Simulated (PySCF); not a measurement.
Species: CH4BrClSi.
SMILES with atom numbers: `[Cl:1][CH2:2][SiH2:3][Br:4]` (hydrogens: H5, H6 on C2; H7, H8 on Si3)

Method used: PySCF, PBE0-D3(BJ)/def2-SVP geometry optimisation, gas phase.

Give the optimised bond lengths and angles.

```csv
bond,length (bohr),order
Cl1–C2,3.385,single
C2–Si3,3.560,single
Si3–Br4,4.213,single
"C2–H5, C2–H6",2.077,single
"Si3–H7, Si3–H8",2.809,single
```

Bonds in one row agree within 0.02 bohr and their mean is given. Orders are formal, as drawn. A selection of angles:
```csv
angle,degrees
Cl1–C2–Si3,106.8
Cl1–C2–H5,108.6
Si3–C2–H5,112.1
H5–C2–H6,108.5
C2–Si3–Br4,108.3
C2–Si3–H7,109.9
Br4–Si3–H7,108.5
H7–Si3–H8,111.4
```

Dihedral angles: Cl1–C2–Si3–Br4 180° (antiperiplanar).

The 4 heavy atoms lie in one plane (0.002 Å rms). Si3 (SiH2 silicon) is tetrahedral (angles from 108.3° to 111.4°).

Point group: Cs (every atom within 0.08 Å of its image). PBE0-D3(BJ)/def2-SVP frequencies: not computed here. The numbers are those of one conformer.

On an Arm Neoverse V2 with one thread, no GPU, shared host, this took 14 s. That covers the optimisation of the geometry.
